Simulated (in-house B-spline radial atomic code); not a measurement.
Results of a calculation; reference values are marked as such.
# Ar in an electron gas of r_s = 2.67: phase shifts, screening, friction and resistivity

A nucleus sits in a uniform electron gas with a rigid positive background. The Kohn-Sham equations are solved self-consistently in the spin-unpolarised LDA (PW92), non-relativistic, on B-splines with outgoing waves at the boundary and partial waves to l = 8. The model has no lattice, no bands and no magnetic solution. Atomic units; δ_l are the phase shifts at the Fermi level, counted so that each bound state adds π, and good to about 0.0005.

The density parameter is r_s = 2.67 bohr, near that of the valence electrons of Cu (1 per atom, density 8.96 g/cm³, mass 63.55 u, which gives r_s = 2.67).

```csv
l,δ_l (rad)
0,8.4730
1,5.8682
2,0.4123
3,0.0189
4,0.0004
5,0.0002
6,-0.0001
7,0.0001
8,0.0000
```

Bound levels below the band bottom (hartree): s -113.6, s -10.59, p -8.237, s -0.7097, p -0.2148.

Q: Check the Friedel sum rule, and say where the screening charge sits.

A: k_F = (9π/4)^(1/3)/r_s = 0.71879. The rule is Z = (2/π) Σ (2l + 1) δ_l. The terms are s 5.394, p 11.207, d 1.312, f 0.084 and 0.004 beyond, in all 18.002 against Z = 18. Bound states hold 6 s, 12 p, 0 d electrons, so the scattering states carry 0.00 in all; where a term is smaller than its bound count, the bound level has drawn weight out of the band.

Q: Find the transport cross section and the electronic stopping of a 10 keV Ar ion (mass 39.95 u).

A: σ_tr = (4π/k_F²) Σ (l + 1) sin²(δ_l − δ_(l+1)). The terms for l = 0 to 3 are 0.2615, 1.0837, 0.4408, 0.0014, all together 1.7874, so σ_tr = 24.323 × 1.7874 = 43.474 bohr². With n = 3/(4π r_s³) = 0.01254, the friction coefficient is Q = n k_F σ_tr = 0.3919. For v well below v_F = 0.719, dE/dx = Q v; with 24801 eV per u at v = 1, v = √(10000/(24801 × 39.95)) = 0.1005, so dE/dx = 0.03937 hartree/bohr = 20.2 eV/nm. The largest term couples the p and d waves.

Q: What residual resistivity would 1 atomic per cent of such centres give in Cu?

A: Δρ = k_F n_i σ_tr/n in atomic units of 21.74 μΩ·cm. With one host atom per 1 electron, n_i/n = 0.01/1, so Δρ = 0.7188 × 0.01000 × 43.474 × 21.74 = 6.79 μΩ·cm. This is an atom added to the gas, as on an interstitial site.

Q: On a substitutional site the background of one host ion, a sphere holding 1 charge, is taken out. The phase shifts for l = 0 to 4 become 8.2971, 5.7359, 0.2147, 0.0169, 0.0009. What follows?

A: The Friedel sum is now 17.00, for Z − 1 = 17. The sum in σ_tr is 1.3708, so σ_tr = 33.34 bohr² and Δρ = 5.21 μΩ·cm per atomic per cent, 0.77 times the value above. A real host ion scatters too, so this model doesn't give zero even for the host's own atom.
